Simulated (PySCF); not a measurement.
C₃H₆FNSi, SMILES F[C@@H]1CN=C1[SiH3].

Coordinates come from a PBE-D3(BJ)/def2-SVP optimisation. The structure was generated by enumeration; whether it is a known compound was not checked.

All values below come from TDA-LC-ωPBE/def2-SVPD (PySCF).

Vertical excitations. Isolated molecule, no solvent.

```
state  energy (eV)  λ (nm)      f                                                                  main pairs
-----  -----------  ------  -----  --------------------------------------------------------------------------
S1            4.74     262  0.004                                                              HOMO→LUMO 94 %
S2            6.30     197  0.004                                          HOMO−2→LUMO 59 %, HOMO−1→LUMO 33 %
S3            7.65     162  0.375                                          HOMO−1→LUMO 55 %, HOMO−2→LUMO 30 %
S4            8.08     154  0.004                                                            HOMO→LUMO+3 77 %
S5            8.26     150  0.005                                          HOMO−3→LUMO 52 %, HOMO−6→LUMO 30 %
S6            8.39     148  0.008                                          HOMO→LUMO+1 56 %, HOMO→LUMO+2 23 %
S7            8.83     140  0.008                      HOMO−1→LUMO+3 43 %, HOMO−6→LUMO 20 %, HOMO−3→LUMO 12 %
S8            8.94     139  0.013                                          HOMO→LUMO+4 54 %, HOMO−4→LUMO 10 %
S9            9.01     138  0.035  HOMO−1→LUMO+1 16 %, HOMO−3→LUMO 14 %, HOMO−6→LUMO 12 %, HOMO−1→LUMO+3 11 %
S10           9.08     137  0.005   HOMO−5→LUMO 27 %, HOMO−2→LUMO+3 10 %, HOMO−6→LUMO 10 %, HOMO−1→LUMO+1 7 %
T1            3.73     333      0                                                              HOMO→LUMO 89 %
T2            4.16     298      0                                                            HOMO−1→LUMO 70 %
T3            5.76     215      0                                          HOMO−2→LUMO 71 %, HOMO−1→LUMO 13 %
T4            7.62     163      0                        HOMO→LUMO+3 48 %, HOMO−3→LUMO 12 %, HOMO−6→LUMO 10 %
```
Triplets are in the Tamm–Dancoff approximation.
